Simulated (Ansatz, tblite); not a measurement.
Forces on the cluster Zr₄O₁₀H₄ at its PBE-D4/def2-SVP geometry. Charge 0, multiplicity 1.

In the def2 sets Zr takes a core potential; there is no spin–orbit coupling. The xTB rows come from tblite. The structure holds 3 bonds between oxygen atoms, so isomers without such links may lie far lower. The structure comes from a short search, and lower isomers may exist.

GFN1-xTB (tblite), largest force 3.10 eV/Å:

```xyz
18
positions Å, forces eV/Å
Zr   -1.574    0.027    0.484   -0.108   -0.322   -0.236
Zr   -0.436   -1.806   -2.156    0.100    0.210    1.006
Zr    0.951    1.836    1.679   -0.618   -0.186   -0.194
Zr    1.611   -0.673    0.130   -1.114   -0.077   -0.898
O     1.776    3.553    2.048   -0.309   -0.596    0.013
O     1.580   -2.228   -1.453   -0.440    2.727   -0.316
O    -0.810    0.858    2.363   -0.007    1.783   -2.012
O     0.794    1.129   -0.173    0.493    0.081    0.886
O    -2.258   -1.104   -1.284    2.269    2.076   -0.419
O    -1.391    0.074   -1.642   -1.176   -2.282    0.916
O    -1.255    1.957    1.430    1.137   -2.016    0.967
O     2.155    0.253    1.822   -0.477    0.085   -0.818
O     1.487   -0.832   -2.003   -0.288   -2.202    1.378
O    -0.151   -1.354    0.581    0.388    0.760   -0.010
H     2.214    4.390    2.250   -0.193   -0.386   -0.119
H    -0.658   -2.185   -3.974    0.061    0.227    0.395
H    -3.206   -0.479    1.225    0.374    0.192   -0.045
H    -0.828   -3.418   -1.328   -0.091   -0.076   -0.494
```

GFN2-xTB (tblite), largest force 1.17 eV/Å:

```
Zr 0.131 -0.359 -0.168
Zr -0.145 -0.511 1.003
Zr -0.189 0.089 0.255
Zr -0.956 -0.226 -0.632
O -0.284 -0.601 -0.147
O 0.299 0.591 0.265
O 0.464 0.491 -0.350
O 0.129 0.128 0.238
O 0.502 0.611 -0.078
O -0.279 -0.194 0.237
O 0.260 -0.148 -0.018
O -0.228 0.212 -0.311
O 0.106 -0.153 0.317
O 0.490 0.411 -0.072
H -0.105 -0.216 -0.038
H 0.090 0.395 -0.188
H -0.064 0.141 0.089
H -0.220 -0.660 -0.403
```

PBE0-D4/def2-TZVP (Ansatz), largest force 1.04 eV/Å:

```
Zr 0.291 -0.108 -0.204
Zr 0.038 0.186 0.330
Zr -0.144 -0.373 -0.285
Zr -0.585 0.232 -0.077
O 0.192 0.352 0.106
O -0.211 0.961 -0.148
O -0.035 0.607 -0.763
O 0.148 -0.200 0.539
O 0.768 0.703 -0.084
O -0.389 -0.865 0.423
O 0.427 -0.761 0.383
O -0.334 0.148 -0.375
O -0.165 -0.822 0.570
O 0.171 0.405 -0.233
H -0.337 -0.657 -0.162
H 0.015 0.034 0.117
H 0.130 0.041 -0.035
H 0.019 0.118 -0.102
```
